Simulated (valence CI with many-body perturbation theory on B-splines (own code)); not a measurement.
# E1 line list for Ba XXV

Level of theory: relativistic CI+MBPT: four valence electrons over a frozen Dirac-Fock core [Ar] 3d10, a basis of 11 s, 11 p, 10 d, 8 f, 5 g, 2 h functions for each j, with the one-electron correlation potential Σ1, the two-electron term Σ2, the three-electron term Σ3, Breit, model QED; selected CI, second order for the rest, scaled by the run's own slope (own B-spline code, finite nucleus).

No measured levels were compared; by estimate levels hold to about 250 cm⁻¹ or 0.2 % of their energy and the worst to 1 %, as in measured heavy ions of charge 2 to 7; those with d or f electrons hold less well. Among the levels kept, up to 470 cm⁻¹ of a level comes from second order outside the variational space, and about a tenth of that is noise between levels of different J, which matters for small intervals.

Lines 51 to 100 of 545 in falling wavelength, among levels below 295.24 eV, chosen from the strongest by gf and those to the six lowest levels. Wavelengths and rates use the calculated energies, so an error of 2000 cm⁻¹ moves a line at 17.62 nm by 0.35 % and its rate by three times that or more. Electric multipoles are in the length gauge, E1 and E2 with the static RPA response of the core. Weak lines are less certain than strong ones. Lines between different terms over intervals too small for the method are left out, as are lines whose strength nearly cancels. Where a level lies close to another of its J and parity, the split of strength between their lines is uncertain. The highest levels of a list are the least certain.

Levels are named by their leading jj configuration (3d3/2^4 stands for four electrons in 3d with j = 3/2), which in mixed levels can hold well under half, so a name can repeat and another be missing. Letters in brackets count levels of one name in rising energy.

```csv
λ vac (nm),Upper,Lower,A (s⁻¹),S (a.u.) with core polarisation,S without
17.62,(4s 4p1/2 4p3/2^2) J=2 [a],(4s^2 4p1/2 4p3/2) J=1,9.82e+09,1.33e-01,1.43e-01
17.59,(4s 4p1/2 4p3/2 4f5/2) J=4 [a],(4s 4p3/2^2 4d5/2) J=4 [b],4.81e+09,1.16e-01,1.26e-01
17.49,(4p3/2^3 4d5/2) J=2,(4s 4p3/2^2 4d5/2) J=3 [c],1.50e+10,1.98e-01,2.15e-01
17.36,(4p1/2^2 4p3/2 4d5/2) J=4,(4s 4p1/2 4p3/2 4d5/2) J=4 [a],7.14e+09,1.66e-01,1.80e-01
17.32,(4s 4p3/2^2 4d5/2) J=5,(4s^2 4p3/2 4d5/2) J=4,1.52e+10,4.29e-01,4.66e-01
17.23,(4p1/2 4p3/2^2 4d5/2) J=5,(4s 4p1/2 4p3/2 4d5/2) J=4 [c],1.04e+10,2.88e-01,3.12e-01
17.10,(4s 4p1/2 4p3/2^2) J=3,(4s^2 4p1/2 4p3/2) J=2,6.17e+09,1.07e-01,1.15e-01
17.08,(4p3/2^3 4d5/2) J=4,(4s 4p3/2^2 4d5/2) J=4 [b],1.39e+10,3.08e-01,3.34e-01
16.79,(4p1/2 4p3/2^2 4d3/2) J=4,(4s 4p1/2 4p3/2 4d3/2) J=3 [b],7.90e+09,1.66e-01,1.80e-01
16.73,(4s 4p3/2^2 4d3/2) J=4,(4s^2 4p3/2 4d3/2) J=3,9.91e+09,2.06e-01,2.24e-01
16.72,(4s 4p3/2^2 4d5/2) J=3 [a],(4s^2 4p3/2 4d5/2) J=2,7.95e+09,1.28e-01,1.39e-01
16.57,(4s 4p3/2^2 4d5/2) J=2 [b],(4s^2 4p3/2 4d5/2) J=1,2.37e+10,2.66e-01,2.89e-01
16.54,(4s 4p1/2 4p3/2 4d5/2) J=2 [a],(4s^2 4p1/2 4d3/2) J=2,1.63e+10,1.82e-01,1.97e-01
16.53,(4p3/2^3 4d5/2) J=2,(4s 4p3/2^2 4d5/2) J=1 [a],9.63e+09,1.07e-01,1.16e-01
16.52,(4s 4p3/2^2 4d5/2) J=1 [a],(4s^2 4p3/2 4d5/2) J=2,1.64e+10,1.09e-01,1.18e-01
16.48,(4p1/2 4p3/2^3) J=2,(4s 4p1/2 4p3/2^2) J=2 [b],1.91e+10,2.11e-01,2.28e-01
16.42,(4s^2 4p1/2 4d3/2) J=1,(4s^2 4p3/2^2) J=0,1.08e+09,7.10e-03,7.65e-03
16.41,(4p1/2 4p3/2^2 4d5/2) J=3 [d],(4s 4p1/2 4p3/2 4d5/2) J=2 [c],8.33e+09,1.27e-01,1.38e-01
16.34,(4s 4p1/2 4p3/2 4d5/2) J=4 [b],(4s^2 4p1/2 4d5/2) J=3,5.15e+09,9.98e-02,1.08e-01
16.34,(4p1/2 4p3/2^2 4d5/2) J=3 [b],(4s 4p1/2 4p3/2 4d5/2) J=3 [e],1.78e+10,2.68e-01,2.90e-01
16.33,(4s 4p1/2 4p3/2 4d5/2) J=3 [c],(4s^2 4p1/2 4d5/2) J=2,1.36e+10,2.04e-01,2.21e-01
16.19,(4s 4p1/2 4p3/2 4d5/2) J=3 [d],(4s^2 4p1/2 4d5/2) J=2,2.75e+10,4.03e-01,4.37e-01
16.10,(4s^2 4p1/2 4f7/2) J=4,(4s^2 4p3/2 4d5/2) J=3,9.08e+09,1.68e-01,1.83e-01
16.09,(4s 4p3/2^3) J=2,(4s^2 4p3/2^2) J=2,2.99e+10,3.07e-01,3.32e-01
16.02,(4p1/2 4p3/2^2 4d5/2) J=4 [b],(4s 4p1/2 4p3/2 4d3/2) J=3 [b],5.50e+09,1.01e-01,1.09e-01
15.92,(4s 4p1/2 4p3/2 4d5/2) J=4 [c],(4s^2 4p1/2 4d5/2) J=3,2.92e+10,5.23e-01,5.66e-01
15.85,(4p1/2^2 4p3/2 4d5/2) J=3,(4s 4p1/2 4p3/2 4d3/2) J=2 [a],9.82e+09,1.35e-01,1.46e-01
15.82,(4p1/2^2 4p3/2 4d3/2) J=3,(4s 4p1/2^2 4d5/2) J=3,7.49e+09,1.02e-01,1.11e-01
15.66,(4s^2 4p1/2 4d5/2) J=3,(4s^2 4p3/2^2) J=2,6.26e+08,8.31e-03,8.99e-03
15.66,(4s 4p3/2^2 4d5/2) J=3 [c],(4s^2 4p3/2 4d5/2) J=2,8.96e+09,1.19e-01,1.29e-01
15.58,(4p1/2 4p3/2^2 4d5/2) J=3 [a],(4s 4p1/2 4p3/2 4d5/2) J=2 [a],9.41e+09,1.23e-01,1.33e-01
15.57,(4s 4p1/2 4p3/2 4d3/2) J=3 [b],(4s^2 4p1/2 4d3/2) J=2,2.80e+10,3.65e-01,3.96e-01
15.57,(4s 4p3/2^2 4d5/2) J=4 [b],(4s^2 4p3/2 4d3/2) J=3,8.91e+09,1.49e-01,1.62e-01
15.56,(4p1/2 4p3/2^2 4d5/2) J=2 [a],(4s 4p1/2 4p3/2 4d5/2) J=3 [c],1.64e+10,1.53e-01,1.65e-01
15.56,(4s 4p1/2 4p3/2 4d3/2) J=2 [e],(4s^2 4p1/2 4d3/2) J=1,3.00e+10,2.79e-01,3.02e-01
15.55,(4s 4p1/2 4p3/2 4d3/2) J=2 [d],(4s^2 4p1/2 4d3/2) J=2,1.56e+10,1.45e-01,1.56e-01
15.53,(4s 4p3/2^2 4d5/2) J=3 [a],(4s^2 4p3/2 4d3/2) J=2,1.16e+10,1.50e-01,1.63e-01
15.51,(4p1/2 4p3/2^2 4d3/2) J=2 [b],(4s 4p1/2 4p3/2 4d3/2) J=3 [b],3.08e+10,2.84e-01,3.07e-01
15.46,(4s 4p1/2 4p3/2^2) J=1 [a],(4s^2 4p1/2 4p3/2) J=2,7.60e+08,4.16e-03,4.48e-03
15.45,(4s 4p3/2^2 4d5/2) J=2 [a],(4s^2 4p3/2 4d3/2) J=3,1.96e+10,1.79e-01,1.93e-01
15.42,(4s 4p1/2 4p3/2^2) J=2 [b],(4s^2 4p1/2 4p3/2) J=2,4.11e+10,3.72e-01,4.02e-01
15.42,(4s 4p1/2^2 4p3/2) J=1,(4s^2 4p1/2^2) J=0,3.77e+10,2.05e-01,2.21e-01
15.38,(4s 4p1/2 4p3/2^2) J=0,(4s^2 4p1/2 4p3/2) J=1,3.69e+10,6.62e-02,7.15e-02
15.37,(4s 4p3/2^2 4d5/2) J=3 [b],(4s^2 4p3/2 4d3/2) J=3,1.95e+10,2.44e-01,2.64e-01
15.32,(4s 4p3/2^2 4d5/2) J=1 [b],(4s^2 4p3/2 4d5/2) J=1,2.07e+10,1.10e-01,1.19e-01
15.30,(4s 4p3/2^2 4d3/2) J=3 [b],(4s^2 4p3/2 4d5/2) J=3,3.91e+10,4.85e-01,5.24e-01
15.28,(4s 4p3/2^3) J=1,(4s^2 4p3/2^2) J=0,1.95e+10,1.03e-01,1.11e-01
15.24,(4s 4p3/2^2 4d3/2) J=2 [b],(4s^2 4p3/2 4d3/2) J=1,1.58e+10,1.38e-01,1.50e-01
15.17,(4s^2 4p1/2 4d3/2) J=1,(4s^2 4p3/2^2) J=2,1.62e+08,8.39e-04,9.08e-04
15.14,(4s^2 4p1/2 4d5/2) J=2,(4s^2 4p3/2^2) J=2,6.73e+09,5.76e-02,6.23e-02
```
